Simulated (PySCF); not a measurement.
# How methods differ on the excitation energy of S

S [Ne] 3s2 3p4 (3P) → S [Ne] 3s1 3p4 3d1 (high-spin determinant), as a difference of total energies. Calculation: PySCF 2.14, in dyall-acv3z; no relativity, point nucleus. Correlated levels: valence: [Ne] frozen; valence and next inner shell: 1s2 frozen; virtual orbitals above 40 to 60 times the deepest correlated orbital energy dropped. The calculations carry no spin-orbit coupling.

```tsv
method	excitation energy (eV)
UHF	18.317
LDA	18.838
PBE	18.591
PBE0	18.799
r2SCAN	18.381
r2SCANh	18.465
PBEsol	18.541
TPSS	18.678
MP2 (valence)	18.849
SCS-MP2 (valence)	19.042
MP2 (valence and next inner shell)	18.969
SCS-MP2 (valence and next inner shell)	19.131
```

Problem. How much does correlation contribute at MP2 (valence and next inner shell)?

Solution. 18.969 − (18.317) = 0.652 eV, measured against UHF.

The upper state lies above the first ionisation limit, where it may autoionise and the basis confines it.

The promoted electron is Rydberg-like, and one or two diffuse shells describe it only roughly, which tends to raise the upper state.

In the upper state the promoted electron has a positive orbital energy at LDA, PBE, PBE0, r2SCAN, r2SCANh, PBEsol, TPSS, so the basis confines it.

The determinant of the upper state mixes LS terms, which raises its energy above the lowest term, most at the Hartree-Fock and MP2 levels.
